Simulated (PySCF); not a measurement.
**Rhodium: a sound run and one with changed settings**

Sound run: Rh [Kr] 4d8 5s1, Rh⁺ [Kr] 4d8. All numbers are calculated (PySCF 2.14, a scalar-relativistic core potential, in def2-TZVP with the def2 core potential (28 electrons) (6s4p3d1f, 40 functions)). The sound run starts from symmetry-adapted Hartree-Fock orbitals and uses a fine grid where one is needed.

Changed run: basis STO-3G, all-electron and non-relativistic. This setting is unsound on purpose.

| species | method | sound run (hartree) | changed run (hartree) | converged |
| --- | --- | --- | --- | --- |
| Rh | UHF | -109.74319 | -4639.47757 | yes |
| Rh | PBE0 | -110.47905 | -4640.99493 | yes |
| Rh | BP86 | -110.58943 | -4641.59325 | yes |
| Rh⁺ | UHF | -109.51136 | -4639.36397 | yes |
| Rh⁺ | PBE0 | -110.20074 | -4640.85157 | yes |
| Rh⁺ | BP86 | -110.29369 | -4641.44586 | yes |

Ionisation energy of Rh:

```csv
method,sound run (eV),changed run (eV)
UHF,6.309,3.091
PBE0,7.573,3.901
BP86,8.048,4.011
```

A minimal basis cannot let orbitals breathe on ionisation and holds almost no correlation. The Hamiltonian changed with the basis, so the totals do not compare.

For comparison, NIST gives 7.459 eV between the lowest levels.
